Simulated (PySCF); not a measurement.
All of these have the formula C4H9ClOSi. Method: TDDFT wB97X-D/def2-SVPD, vertical, gas phase, core orbitals frozen in the response (PySCF 2.14.0, density-fitted response routines). Geometries: GFN2-xTB; one conformer of each isolated species. Triplets are in the Tamm–Dancoff approximation.

**Question.** Rank by computed lowest triplet energy, lowest first.
A. `[C@@H]1([C@@H](C1)OC)[SiH2]Cl`
B. `C=C(C)O[SiH2]CCl`
C. `O1C[C@@H]([SiH2]CC1)Cl`
D. `CO[Si@@H](Cl)C1CC1`
E. `C1[C@@H]([C@@H]1OC)[SiH2]Cl`

**Answer.** B (4.59 eV), C (6.20 eV), A (7.10 eV), E (7.25 eV), D (7.38 eV).

```json
{"SMILES": "C=C(C)O[SiH2]CCl", "T1 (eV)": "4.59", "HOMO (eV)": "-8.91", "gap (eV)": "10.75", "f (S1)": "0.016", "first f ≥ 0.01 (nm)": "188", "S1 mainly": "H→L (72%)"}
{"SMILES": "Cl[C@H]1COCC[SiH2]1", "T1 (eV)": "6.20", "HOMO (eV)": "-9.51", "gap (eV)": "11.40", "f (S1)": "0.009", "first f ≥ 0.01 (nm)": "155", "S1 mainly": "H→L (48%)"}
{"SMILES": "CO[C@@H]1C[C@H]1[SiH2]Cl", "T1 (eV)": "7.10", "HOMO (eV)": "-9.33", "gap (eV)": "11.17", "f (S1)": "0.020", "first f ≥ 0.01 (nm)": "170", "S1 mainly": "H→L (75%)"}
{"SMILES": "CO[C@@H]1C[C@@H]1[SiH2]Cl", "T1 (eV)": "7.25", "HOMO (eV)": "-9.51", "gap (eV)": "11.66", "f (S1)": "0.012", "first f ≥ 0.01 (nm)": "167", "S1 mainly": "H→L (57%)"}
{"SMILES": "CO[Si@@H](Cl)C1CC1", "T1 (eV)": "7.38", "HOMO (eV)": "-10.08", "gap (eV)": "12.27", "f (S1)": "0.018", "first f ≥ 0.01 (nm)": "161", "S1 mainly": "H→L+1 (79%)"}
```

H and L stand for HOMO and LUMO.
